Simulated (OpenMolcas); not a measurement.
**Ta3+: moving the ligands**

Ta3+ with 4 ligands (chloride) in square-planar coordination (D4h) at 2.35 Å. A charge of +0.25 e stands 2.6 Å behind each ligand. Ligand basis ANO-RCC-VDZP.
```
Ta    0.0000    0.0000    0.0000
Cl    2.3500    0.0000    0.0000
Cl    0.0000    2.3500    0.0000
Cl   -2.3500    0.0000    0.0000
Cl    0.0000   -2.3500    0.0000
```

```json
{
 "Program": "OpenMolcas",
 "Method": "CASSCF",
 "Basis": "ANO-RCC-VTZP [8s7p5d3f2g1h]",
 "Scalar Hamiltonian": "DKH2, point nucleus",
 "Active space": "2 electrons in 5 orbitals (5d)",
 "State averaging": "2S+1 = 3 even, 10 roots; 2S+1 = 1 even, 15 roots",
 "Spin-orbit coupling": "state interaction with AMFI integrals over the reference wave functions"
}
```

Runs around this geometry, states (labels of D4, the rotations of D4h). Energies in cm-1 above the lowest state or level, χT in cm3 K/mol.

```csv
R (Å),Ground state,First state of that spin,First gap with spin-orbit (degeneracies),χT at 300 K,First state of another spin
2.32,3E,2315,"1728 (1, 2)",0.087,2S+1 = 1: 2309
2.35,3E,2350,"1649 (1, 2)",0.086,2S+1 = 1: 2889
2.4,3E,2369,"1552 (1, 2)",0.081,2S+1 = 1: 3761
```

An orbital doublet at a regular site is open to a Jahn-Teller distortion, which this geometry leaves out. Without dynamic correlation the repulsion within the d shell is too large (B by tens of per cent), so at a given field states of lower spin stand too high. With metal d orbitals alone the field can be off either way by tens of per cent. Ligand-to-metal charge-transfer states are missing. With no ligand orbital active B as a rule stays too high, so bands that hang on it stand too high and its fall with covalency is understated. The least metal-like active orbital is 67 % on the metal (Löwdin) and no ligand orbital is active, so the numbers are rough (holds for R = 2.32). The least metal-like active orbital is 68 % on the metal (Löwdin) and no ligand orbital is active, so the numbers are rough (holds for R = 2.35). The least metal-like active orbital is 71 % on the metal (Löwdin) and no ligand orbital is active, so the numbers are rough (holds for R = 2.4). No measured value stands beside these numbers; the geometry was imposed, not optimised, and the real ion may take another.

A state without a sure symmetry label is named by its multiplicity alone.
